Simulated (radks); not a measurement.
Task: Species: Ti V. Configuration: [Ne] 3s2 3p4 4p2 (not the ground configuration). Method: scalar-relativistic Kohn-Sham, BP86, spin-polarised, spherical densities, finite nucleus; open shells are filled with parallel spins first; Fermi nuclear charge, rms radius 3.5921 fm; computed with a radial shooting solver on a logarithmic mesh with Libxc functionals. Some entries of the table are withheld. Estimate them.

orbital  occ.  eigenvalue (Ry)  r(max) (bohr)
1s up       1        -364.1663        0.04554
1s down     1        -364.0901        0.04554
2s up       1        -45.55633         0.2686
2s down     1        -45.49253         0.2687
2p up       3              (1)         0.2192
2p down     3              (2)         0.2194
3s up       1         -9.88275         0.8400
3s down     1         -9.57653         0.8418
3p up       3         -8.03359         0.8549
3p down     1         -7.73434         0.8576
4p up       2         -2.83547          2.251

Result: 
(1) 2p up eigenvalue (Ry): -38.77351
(2) 2p down eigenvalue (Ry): -38.68225
